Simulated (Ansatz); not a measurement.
Computed with Ansatz on PBE0-D4/def2-TZVP structures; ΔE is electronic, products minus reactants. CBS: MP2 limit from def2 TZ/QZ plus the TZ coupled-cluster correction, frozen cores. DFT in def2-TZVPP. B3LYP here is the variant with VWN-RPA as its local correlation; programs differ in this. One conformer a species, not always the lowest.

Reaction (redistribution): `F[Si](F)(F)[SiH](Cl)Cl` + `O[SiH](O)C[SiH2]Cl` → `O[SiH](O)C[SiH](Cl)Cl` + `F[Si](F)(F)[SiH2]Cl`

```json
{"level": "PBE-D4", "ΔE (kJ/mol)": "-9.1", "difference from CCSD(T)/CBS": "1.6"}
{"level": "r2SCAN-D4", "ΔE (kJ/mol)": "-10.2", "difference from CCSD(T)/CBS": "0.5"}
{"level": "PBE0-D4", "ΔE (kJ/mol)": "-9.9", "difference from CCSD(T)/CBS": "0.8"}
{"level": "B3LYP-D4", "ΔE (kJ/mol)": "-8.6", "difference from CCSD(T)/CBS": "2.1"}
{"level": "ωB97X-V", "ΔE (kJ/mol)": "-10.9", "difference from CCSD(T)/CBS": "-0.2"}
{"level": "ωB97M-V", "ΔE (kJ/mol)": "-11.0", "difference from CCSD(T)/CBS": "-0.3"}
{"level": "B2PLYP", "ΔE (kJ/mol)": "-10.2", "difference from CCSD(T)/CBS": "0.5"}
{"level": "PBE", "ΔE (kJ/mol)": "-9.8", "difference from CCSD(T)/CBS": "0.9"}
{"level": "r2SCAN", "ΔE (kJ/mol)": "-10.2", "difference from CCSD(T)/CBS": "0.5"}
{"level": "PBE0", "ΔE (kJ/mol)": "-10.5", "difference from CCSD(T)/CBS": "0.2"}
{"level": "B3LYP", "ΔE (kJ/mol)": "-9.8", "difference from CCSD(T)/CBS": "0.9"}
{"level": "HF/def2-TZVPP", "ΔE (kJ/mol)": "-10.7", "difference from CCSD(T)/CBS": "0.0"}
{"level": "MP2/def2-TZVPP", "ΔE (kJ/mol)": "-10.9", "difference from CCSD(T)/CBS": "-0.2"}
{"level": "SCS-MP2/def2-TZVPP", "ΔE (kJ/mol)": "-10.4", "difference from CCSD(T)/CBS": "0.3"}
{"level": "CCSD/def2-TZVPP", "ΔE (kJ/mol)": "-11.0", "difference from CCSD(T)/CBS": "-0.3"}
{"level": "CCSD(T)/def2-TZVPP", "ΔE (kJ/mol)": "-10.9", "difference from CCSD(T)/CBS": "-0.2"}
{"level": "HF/def2-QZVPP", "ΔE (kJ/mol)": "-10.6", "difference from CCSD(T)/CBS": "0.1"}
{"level": "MP2/def2-QZVPP", "ΔE (kJ/mol)": "-10.8", "difference from CCSD(T)/CBS": "-0.1"}
{"level": "SCS-MP2/def2-QZVPP", "ΔE (kJ/mol)": "-10.3", "difference from CCSD(T)/CBS": "0.4"}
{"level": "HF/CBS(def2)", "ΔE (kJ/mol)": "-10.6", "difference from CCSD(T)/CBS": "0.1"}
{"level": "MP2/CBS(def2)", "ΔE (kJ/mol)": "-10.7", "difference from CCSD(T)/CBS": "0.0"}
{"level": "CCSD/CBS(def2)", "ΔE (kJ/mol)": "-10.8", "difference from CCSD(T)/CBS": "-0.1"}
{"level": "CCSD(T)/CBS", "ΔE (kJ/mol)": "-10.7", "difference from CCSD(T)/CBS": "0"}
```

Largest T1 diagnostic among the species: 0.012.
